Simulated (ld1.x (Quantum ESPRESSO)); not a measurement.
**Au (Z = 79): excitation energies, all-electron against TM**

| Item | Value |
| --- | --- |
| Element | gold |
| Generator | ld1.x (Quantum ESPRESSO) 7.5 |
| Type | norm-conserving Troullier–Martins (Kleinman–Bylander form) |
| Functional | PBE |
| Relativity | fully relativistic |
| Frozen core | [Xe] 4f14 |
| Valence charge | 11 |
| Reference configuration | 5d10 6s1 6p0 |
| Partial waves | 6p (bound, empty): rc 3.65 bohr; 5d (bound): rc 1.55 bohr; 6s (bound): rc 2.15 bohr |
| Local potential | the s channel |
| Core correction | Bessel-smoothed model core inside 1.20 bohr |

Open shells are filled in proportion to 2j + 1 (rel_dist='average').

Energies are relative to the spin-unpolarised reference configuration 5d10 6s1 6p0; without spin polarisation the order of configurations can differ from experiment.

Give the all-electron excitation energy and the error of the potential for: 5d10 6s0 6p0; 5d9 6s0 6p0; 5d8 6s0 6p0; 5d10 6s0 6p1; 5d7 6s0 6p0; 5d10 6s0.5 6p0; 5d9 6s1 6p0.

```csv
valence configuration,charge,ΔE all-electron (eV),error AE − PS (meV)
5d10 6s0 6p0,+1,9.427,-14
5d9 6s0 6p0,+2,30.655,-72
5d8 6s0 6p0,+3,64.533,-363
5d10 6s0 6p1,0,5.198,-1.3
5d7 6s0 6p0,+4,112.226,-1011
5d10 6s0.5 6p0,+0.5,3.782,-3.0
5d9 6s1 6p0,+1,12.154,-54
```

Levels in the configuration 5d9 6s0 6p0:

```tsv
level	all-electron (eV)	pseudo (eV)
5d j=3/2	-28.362	-28.520
5d j=5/2	-26.657	-26.806
```
